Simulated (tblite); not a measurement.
Species: C5H7NO3S.
Cartesian coordinates in Å at the GFN2-xTB level; atoms count from 1:
```
atom  x, y, z in Å
C1    -2.7766   -0.4098   -0.9000
N2    -1.7193   -1.0632   -0.7235
C3    -0.5329   -0.5034   -0.2886
C4     0.0112    0.5728   -0.8661
C5     1.3444    1.1330   -0.5215
S6     1.8156    0.5213    1.1109
O7     0.9134    1.0365    2.0934
O8     3.2169    0.6648    1.3125
O9     1.5161   -1.0439    0.8975
C10    0.1317   -1.2980    0.8052
H11   -3.6345   -0.9312   -1.2981
H12   -2.8924    0.6495   -0.6622
H13   -0.5219    1.0570   -1.6750
H14    2.1316    0.8192   -1.2046
H15    1.3181    2.2183   -0.4682
H16   -0.3407   -1.0431    1.7636
H17    0.0122   -2.3677    0.6146
```

Level: GFN2-xTB in tblite, geometry and Hessian alike; calculated harmonic values, unscaled, isolated species. The method is semi-empirical: single wavenumbers can be off by several per cent or more. One conformer, not necessarily the lowest.

Harmonic wavenumbers (cm⁻¹): 44.0, 125.9, 174.6, 195.0, 242.0, 262.3, 297.1, 347.9, 364.7, 447.0, 463.3, 478.8, 519.1, 644.0, 686.1, 708.4, 738.1, 778.4, 815.6, 873.7, 975.9, 978.1, 1044.1, 1057.9, 1080.4, 1120.3, 1131.0, 1171.3, 1202.4, 1214.9, 1282.7, 1295.1, 1320.0, 1400.6, 1410.4, 1417.8, 1674.1, 1729.4, 2894.0, 2922.6, 2963.2, 2984.8, 3014.1, 3050.6, 3078.4.

A = 3004, B = 795.8, C = 743.2 MHz; mass 161.015 u (most abundant isotopes); point group C1, symmetry number 1.

Question: Zero-point energy?

Answer: Half the sum of the wavenumbers: 26310 cm⁻¹ = 75.22 kcal/mol.

Question: Entropy at 298.15 K, 1 bar (ideal gas, RRHO, classical rotation)?

Answer: Translation 41.16, rotation 29.58, vibration 25.32: S = 96.1 cal/(mol K).

Question: And Cp and H(298.15 K) − H(0)?

Answer: Cp = 38.04 cal/(mol K), of which vibrations give 30.09 (their classical limit is 45 R = 89.4); H(298.15 K) − H(0) = 6.62 kcal/mol without the zero-point energy, 4.25 from vibrations.

Question: How do the functions run with temperature in this model?

Answer: 
| T (K) | S (cal/(mol K)) | Cp (cal/(mol K)) | H − H(0) (kcal/mol) | G − H(0) (kcal/mol) | ln q(vib) |
| --- | --- | --- | --- | --- | --- |
| 100 | 68.0 | 16.7 | 1.16 | -5.64 | 1.17 |
| 200 | 83.1 | 27.8 | 3.39 | -13.22 | 3.26 |
| 300 | 96.3 | 38.2 | 6.69 | -22.20 | 5.61 |
| 500 | 120.1 | 55.4 | 16.17 | -43.90 | 10.51 |
| 800 | 149.9 | 70.7 | 35.34 | -84.57 | 17.65 |
| 1000 | 166.4 | 77.0 | 50.14 | -116.23 | 22.05 |

q(vib) and H(0) count from the zero-point level.

Question: Blend soft modes into free rotors: weight 1/[1 + (100 cm⁻¹/ν̃)⁴] for the oscillator and the rest for a rotor with moment μB/(μ + B), μ = h/(8π²ν), B = 10⁻⁴⁴ kg m². What vibrational entropy results?

Answer: 23.88 cal/(mol K) in place of 25.32, which changes −T·S at 298.15 K by +0.43 kcal/mol.

Hindered rotation and anharmonicity are outside this model. Other conformers, if any are populated, would add a mixing term that is left out. The structure is chiral; the term R ln 2 for an equal mix with its mirror image is left out.
